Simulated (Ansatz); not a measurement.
The lowest singlet and triplet of C3H4 (SMILES [CH]C=C); geometries from B3LYP-D3(BJ)/def2-TZVP, each state relaxed from the structure named, with no frequency check, low spin by broken symmetry.
Singlet (charge 0, multiplicity 1):
```xyz
7

C     -1.20365     0.31942    -0.36049
C     -0.10340    -0.37332     0.04571
C      1.13988     0.17129     0.30743
H     -2.06590    -0.02749    -0.91705
H     -0.22188    -1.45191     0.19254
H      1.97231    -0.45407     0.59652
H      1.31851     1.22913     0.17207
```
Triplet (charge 0, multiplicity 3):
```xyz
7

C     -1.1747     0.2908    -0.4602
C     -0.0983    -0.3698     0.0454
C      1.1320     0.1799     0.3455
H     -2.1816     0.0333    -0.7467
H     -0.2269    -1.4407     0.2299
H      1.9291    -0.4295     0.7455
H      1.3258     1.2319     0.1871
```

A positive gap puts the triplet lower; no zero-point energy. R- takes a restricted singlet, here one determinant of a half-filled degenerate or near-degenerate pair, which mixes singlet states. The triplet is unrestricted in single-reference levels. Active spaces average the two states.

Correlated levels freeze the cores.

Programs: Ansatz (a program for electronic structure) with Gaussian orbitals. Each number belongs to the level named beside it.

**Question.** Give the gap E(singlet) − E(triplet), adiabatic at the level FIC-MRCISD+Q on SA-CASSCF(4,4)/cc-pVDZ.

**Answer.** 15.4 kcal/mol

**Question.** Give the gap E(singlet) − E(triplet), adiabatic at the level R-CCSD/cc-pVTZ.

**Answer.** 20.5 kcal/mol

**Question.** Predict the gap E(singlet) − E(triplet), adiabatic from FIC-NEVPT4(SD) on SA-CASSCF(4,4)/cc-pVTZ.

**Answer.** 13.7 kcal/mol

Doubts at one or more of the structures used: T1 above 0.05 (R-CCSD/cc-pVTZ); a restricted determinant that unrestricted orbitals would lower (R-CCSD/cc-pVTZ); a spin-contaminated determinant (R-CCSD/cc-pVTZ).
